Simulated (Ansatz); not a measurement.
```yaml
crystal:
  periodic: [false, false, false]
  atoms:
    - {symbol: Li, position_ang: [-2.787400, -0.362941, -1.722583]}
    - {symbol: Li, position_ang: [-0.244536, -1.316871, -0.206504]}
    - {symbol: Li, position_ang: [-0.499236, 1.184329, -0.477806]}
    - {symbol: Li, position_ang: [3.241651, 0.528276, 1.688596]}
    - {symbol: S, position_ang: [0.827842, 0.056556, 0.604850]}
basis:
  gaussian: {orbitals: def2-TZVP}
hamiltonian: {xc: {name: B3LYP5}}
```

```sh
$ ansatz run in.yaml --threads 4 --pin off --events-out ev --progress --plain --max-ram 3916MiB
```

Shortened log:

```
Functional definition: B3LYP5
787 factors; their error is unknown
mean field evaluation 1: about -11647.8275 eV, gradient 4.1e1 eV
mean field evaluation 2: about -11568.7961 eV, gradient 1.2e2 eV
mean field evaluation 4: about -11654.0588 eV, gradient 4.7e0 eV
mean field evaluation 8: about -11654.1502 eV, gradient 2.0e-1 eV
mean field evaluation 16: about -11654.1687 eV, gradient 9.6e-5 eV
mean field -11654.16871651 eV, -428.2828008526 hartree, gradient 1.2e-5 eV, S^2 0.000000; 1 other end points of the search recorded, 0 dependent functions left out
reference -11654.16895307 eV, -428.2828095460 hartree; 14, 14 occupied and 79, 79 virtual orbitals, 787 factors
Total energy: -11654.16895307 eV, -428.2828095460 hartree
```

Hardware: 4 threads of Arm Neoverse V2 on a shared host. Wall time 0.8 s.
